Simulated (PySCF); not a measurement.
Fractional electron number in Hf²⁺ (hafnium, charge +2)

The 5d alpha orbital of [Xe] 4f14 5d2 is emptied in steps (occupation f), with all orbitals relaxed, ending at [Xe] 4f14 5d1. Computed with PySCF 2.14 in def2-SVP with the def2 core potential (60 electrons) (6s3p2d1f, 32 functions), with scalar relativity through the core potential. The exact energy is a straight line in f; departures are measured from the line between the end points of the same method.

**Question.** Among PBE0, r2SCAN, LC-wPBE, which shows the largest delocalisation error (convex curve), and which is closest to linear?

**Answer.** Most convex: r2SCAN (-1.174 eV at f = 0.5); closest to linear: LC-wPBE (-0.219 eV).

```csv
f,PBE0 (eV),r2SCAN (eV),LC-wPBE (eV)
1,0.000,0.000,0.000
0.75,-0.691,-0.886,-0.166
0.5,-0.922,-1.174,-0.219
0.25,-0.691,-0.870,-0.162
0,0.000,0.000,0.000
```

| method | E(f=0) − E(f=1) (eV) | −ε at f=1 (eV) | −ε at f=0.5 (eV) |
| --- | --- | --- | --- |
| PBE0 | 22.539 | 18.866 | 22.540 |
| r2SCAN | 22.529 | 17.797 | 22.570 |
| LC-wPBE | 22.426 | 21.538 | 22.437 |

Reference removal energy between the ground levels: 22.55 ± 0.04 eV (theoretical estimate listed by NIST; NIST Atomic Spectra Database, ionization energies). The calculation has no spin-orbit coupling.
